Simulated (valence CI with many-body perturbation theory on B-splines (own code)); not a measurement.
# Which ion has this spectrum?

A relativistic CI+MBPT calculation for an atom or ion with 13 electrons gives these levels (eV):

| J | Parity | E | g |
| --- | --- | --- | --- |
| 1/2 | odd | 0.00 | 0.65 |
| 1/2 | even | 146.09 | 2.15 |
| 3/2 | odd | 243.39 | 1.32 |
| 3/2 | even | 362.99 | 1.64 |
| 5/2 | even | 379.02 | 1.34 |
| 3/2 | even | 398.68 | 0.96 |
| 1/2 | even | 407.59 | 1.25 |
| 3/2 | even | 452.74 | 0.83 |
| 5/2 | even | 500.46 | 1.20 |
| 3/2 | odd | 543.21 | 1.15 |
| 3/2 | odd | 556.71 | 0.63 |
| 5/2 | odd | 568.28 | 1.03 |
| 1/2 | odd | 591.82 | 0.39 |
| 3/2 | odd | 596.55 | 1.29 |

The energies are calculated, and their last digits are not significant.

(1) Which is it?
A. Er55+
B. Dy53+
C. Lu58+
D. Tm56+

Results:

(1) A. Er55+, ground level (3s^2 3p1/2) J=1/2.
